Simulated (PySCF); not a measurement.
C6H14S2, SMILES CSCCCCSC.

Geometry optimised at B3LYP-D3(BJ)/def2-SVP. The values are those of a single conformer.

The numbers are results of PBE/def2-SVP in PySCF, not measurements.

Symmetry labels are those of the subgroup C2h that the program uses (full group C2h).

Computed valence orbital energies around the gap with their symmetry:
```json
[
 {"orbital": "HOMO−7", "symmetry": "Au", "energy (eV)": "-8.80"},
 {"orbital": "HOMO−6", "symmetry": "Ag", "energy (eV)": "-8.51"},
 {"orbital": "HOMO−5", "symmetry": "Ag", "energy (eV)": "-7.98"},
 {"orbital": "HOMO−4", "symmetry": "Bg", "energy (eV)": "-7.93"},
 {"orbital": "HOMO−3", "symmetry": "Bu", "energy (eV)": "-7.41"},
 {"orbital": "HOMO−2", "symmetry": "Ag", "energy (eV)": "-7.36"},
 {"orbital": "HOMO−1", "symmetry": "Bg", "energy (eV)": "-4.87"},
 {"orbital": "HOMO", "symmetry": "Au", "energy (eV)": "-4.87"},
 {"orbital": "LUMO", "symmetry": "Ag", "energy (eV)": "0.23"},
 {"orbital": "LUMO+1", "symmetry": "Bu", "energy (eV)": "0.34"},
 {"orbital": "LUMO+2", "symmetry": "Ag", "energy (eV)": "0.90"},
 {"orbital": "LUMO+3", "symmetry": "Bu", "energy (eV)": "1.06"}
]
```
